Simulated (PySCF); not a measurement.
Job for PySCF: R-B3LYP/6-31G* on C2H4 (SMILES C=C) with ghost functions, monomers drawn apart or pushed together.

```python
from pyscf import gto, scf, dft, mp
from pyscf.data.elements import chemcore

mol = gto.M(
    atom='''
    C     0.59472112   -0.26677288   -0.04863965
    C    -0.64630228    0.20186714   -0.04426502
    H     0.81926557   -1.28237406   -0.35108271
    H     1.43606230    0.34779284    0.24828459
    H    -0.86957843    1.21851583    0.25619678
    H    -1.48794915   -0.41104566   -0.34311878
    ghost-C    0.13770921    0.35031916    4.71544296
    ghost-O   -0.32734799   -0.86033486    4.14443643
    ghost-H    1.17440457    0.57051606    4.43402588
    ghost-H    0.09606801    0.23297284    5.79787757
    ghost-H   -0.48848719    1.20695925    4.43895079
    ghost-H   -0.29530163   -0.77151124    3.18363218
    ''',
    basis='6-31g*',
    cart=True,
    charge=0, spin=0, verbose=3, max_memory=1800)
mf = dft.RKS(mol, xc='b3lyp')
mf.conv_tol = 1e-8
mf.max_cycle = 100
mf.kernel()
if not mf.converged:
    mf = mf.newton().run(mf.mo_coeff, mf.mo_occ)
```

It printed:

```
converged SCF energy = -78.5881187480974
```

The run converged.

Cost: around 5 core-seconds (rough).
